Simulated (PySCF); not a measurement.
Bonds (- single, = double, # triple, : aromatic): C1=C2, C2-F3, C2-C4, C4-C5, C5-C6, C5-C7. C1 carries H8, H9; C4 carries H10, H11; C5 carries H12; C6 carries H13, H14, H15; C7 carries H16, H17, H18. H9 is cis to F3; H8 is trans to F3.

Theoretical values (PySCF): NMR shieldings at PBE0/pcSseg-1/GIAO, coordinates at the GFN2-xTB level. No solvent, one averaged value for each set of equivalent atoms, non-relativistic, one conformer.

Q: List the cross peaks expected in HSQC, COSY and HMBC spectra.

A: 

HSQC (one-bond C–H):
```
                            δH            δC
                     4.81 (H9)     96.7 (C1)
                     4.40 (H8)     96.7 (C1)
                1.98 (H10/H11)     46.7 (C4)
                    1.81 (H12)     29.0 (C5)
0.99 (H13/H14/H15/H16/H17/H18)  24.1 (C6/C7)
```

COSY cross peaks (H two or three bonds apart, from the bond graph; peaks can be absent where the dihedral angle is near 90°):
```
            δH                              δH
     4.81 (H9)                       4.40 (H8)
1.98 (H10/H11)                      1.81 (H12)
    1.81 (H12)  0.99 (H13/H14/H15/H16/H17/H18)
```

HMBC (two and three bonds, from the bond graph):
```
                            δH                                              δC
                     4.81 (H9)                           177.6 (C2), 46.7 (C4)
                     4.40 (H8)                           177.6 (C2), 46.7 (C4)
                1.98 (H10/H11)  177.6 (C2), 96.7 (C1), 29.0 (C5), 24.1 (C6/C7)
                    1.81 (H12)             177.6 (C2), 46.7 (C4), 24.1 (C6/C7)
0.99 (H13/H14/H15/H16/H17/H18)              46.7 (C4), 29.0 (C5), 24.1 (C6/C7)
```

References, each an isolated molecule treated in the same way: 1H and 13C vs TMS.

Short H···H contacts in this conformer between protons four or more bonds apart (candidates for NOE cross peaks, intensity ∝ r⁻⁶): H11···H17 2.46 Å, H8···H10 2.50 Å.

Shifts are as computed. Against solution values, carbons near 30 ppm lie about +3 ppm off and those near 130 ppm about +5 ppm. Of 1309 compounds with measured shifts, 239 miss one by over three times the rms of a fit or turn the order of signals round; such compounds aren't used in these exercises.
